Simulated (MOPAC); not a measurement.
Diatomic O₂+, multiplicity 2 (the spin of the measured ground state). The T1 diagnostic near the minimum is 0.072, so single-reference values are doubtful.

Seven points along R, fitted to fifth degree in 1/R; most abundant isotopes. Runs in def2 and cc sets follow the lowest solution found near the PBE0 minimum.

The state that PM3 reach isn't checked.

The values were computed with MOPAC for PM3 (differences of heats of formation). Values without a source in brackets are computed.

Energies at PM3:

```tsv
R (Å)	E (hartree)
1.021401	0.44674318
1.048858	0.42950532
1.074118	0.41990485
1.102673	0.41517996
1.131229	0.41589656
1.164177	0.42219206
1.202617	0.43523091
```

Problem. With a reduced mass of 7.9975 u, find the minimum, the force constant and the constants.

Solution. A fifth-degree polynomial in 1/R puts the minimum at r_e = 1.1126 Å with force constant 2710 N/m. Then ω_e = (1/2πc)√(k/μ) = 2399 cm⁻¹ and B_e = h/(8π²cμr_e²) = 1.703 cm⁻¹; the cubic and quartic terms give α_e = 0.011 and ω_e x_e = 14 cm⁻¹.
